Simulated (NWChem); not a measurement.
Molecule: BI₃; SMILES IB(I)I

```xyz
4

B      0.0000     0.0000     0.0000
I      0.7201     1.9939     0.0000
I      1.3667    -1.6206     0.0000
I     -2.0868    -0.3733     0.0000
```
Atoms are numbered in this order, from 1.

All runs: NWChem. Geometry: optimised at PBE0/def2-SVP. def2 effective core potentials on I; no spin-orbit coupling. B3LYP is NWChem's, with the RPA form of VWN correlation.

Q: Among these, which level gives the highest value of “orbital gap (eV)”?
(A) B3LYP/STO-3G (all-electron, non-relativistic)
(B) B3LYP/def2-SVP (core potentials)
(C) B3LYP/def2-SVPD (core potentials)
(D) B3LYP/3-21G (all-electron, non-relativistic)

A: A, B3LYP/STO-3G (all-electron, non-relativistic). Values: B3LYP/def2-SVPD (core potentials) 4.45; B3LYP/3-21G (all-electron, non-relativistic) 4.46; B3LYP/def2-SVP (core potentials) 4.49; B3LYP/STO-3G (all-electron, non-relativistic) 5.20
